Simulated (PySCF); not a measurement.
## Working out the ionisation energy of Se

Se [Ar] 3d10 4s2 4p4 (3P) → Se⁺ [Ar] 3d10 4s2 4p3 (4S). Calculation: PySCF 2.14, in cc-pVDZ-DK (5s4p2d, 27 functions); the spin-free X2C one-electron Hamiltonian (Gaussian nucleus). Frozen: [Ar] 3d10. Energies in hartree (1 hartree = 27.21139 eV):

```
            part    Se (lower)   Se⁺ (upper)
             UHF  -2427.959365  -2427.646845
CCSD correlation     -0.086428     -0.070877
             (T)     -0.000830     -0.000623
```

Question: What does Hartree-Fock give?

Answer: (-2427.646845) − (-2427.959365) = 0.312520 hartree = 8.504 eV.

Question: What do CCSD and CCSD(T) give?

Answer: The CCSD correlation energies differ by 0.015551 hartree = 0.423 eV and the triples by 0.000207 hartree = 0.006 eV, so CCSD gives 8.927 eV and CCSD(T) 8.933 eV.

Measured between the centres of the two terms (NIST): 9.635 eV, so CCSD(T) (valence) is off by -0.702 eV.

A double-zeta basis recovers only part of the correlation energy.

What remains against the reference includes basis incompleteness, the frozen core and higher excitations.
